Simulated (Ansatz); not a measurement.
Geometry optimisation, RKS PBE/def2-SVP in Ansatz 0.2.0.

Input file:

```yaml
crystal:
  periodic: [false, false, false]
  atoms:
    - { symbol: Ga, position_ang: [1.316606, -1.140035, 0.926702] }
    - { symbol: "N", position_ang: [1.420272, 1.190482, -1.283284] }
    - { symbol: H, position_ang: [1.633521, -2.351988, -0.022848] }
    - { symbol: H, position_ang: [2.094721, -0.501591, 2.128426] }
    - { symbol: H, position_ang: [0.504686, 1.093598, -0.827038] }
    - { symbol: O, position_ang: [-0.35784, -0.375507, 0.676402] }
    - { symbol: Si, position_ang: [-2.004548, -0.325613, 0.491662] }
    - { symbol: H, position_ang: [1.263886, 1.133473, -2.297447] }
    - { symbol: H, position_ang: [1.753043, 2.141529, -1.080745] }
    - { symbol: H, position_ang: [-2.436509, 1.114987, 0.370189] }
    - { symbol: H, position_ang: [-2.720429, -0.93314, 1.671076] }
    - { symbol: H, position_ang: [-2.467509, -1.046095, -0.753096] }
basis:
  gaussian: { orbitals: def2-SVP }
hamiltonian:
  xc: pbe
relax:
  f_tol: 0.03
  max_steps: 50
```

Run as:

```bash
$ ansatz run input.yaml --threads 2 --pin off --max-ram 3072MiB --backend cpu --events-out ev --progress --plain --runs-dir out
```

Problem. Where does it end, and by what steps?

Solution. It converged. The force dipped under the threshold on the way, but the program's further checks kept it going. After 26 steps the energy has fallen by 0.836 eV; H9 moved furthest, 0.98 Å. Joined: Ga1–N2.

```csv
step,energy less start (eV),largest force component (eV/Å),accepted
0,0.0000,0.602,yes
1,-0.2004,0.434,yes
2,-0.4571,0.478,yes
3,-0.6863,0.399,yes
4,-0.7242,1.073,yes
5,-0.7734,0.315,yes
6,-0.7144,0.487,no
7,-0.8032,0.118,yes
8,-0.8158,0.150,yes
9,-0.8221,0.249,yes
10,-0.8255,0.286,yes
11,-0.8319,0.133,yes
12,-0.8327,0.013,yes
13,-0.8332,0.063,yes
14,-0.8335,0.093,yes
15,-0.8339,0.063,yes
16,-0.8344,0.060,yes
17,-0.8346,0.068,yes
18,-0.8351,0.047,yes
19,-0.8355,0.013,yes
20,-0.8358,0.027,yes
21,-0.8355,0.093,no
22,-0.8361,0.040,yes
23,-0.8360,0.055,no
24,-0.8362,0.034,yes
25,-0.8362,0.031,yes
26,-0.8363,0.025,yes
```

```xyz
12
Properties=species:S:1:pos:R:3
Ga 1.078 -0.687 0.248
N 1.676 1.019 -0.898
H 1.302 -1.899 -0.745
H 1.811 -0.465 1.634
H 0.749 1.470 -0.964
O -0.643 0.034 0.187
Si -2.187 -0.397 0.608
H 2.018 0.832 -1.850
H 2.326 1.672 -0.442
H -3.138 0.698 0.189
H -2.352 -0.600 2.099
H -2.640 -1.676 -0.066
```

Run time: 110 s on 2 threads of Arm Neoverse N1, with other jobs on the host, peak memory 0.17 GiB.
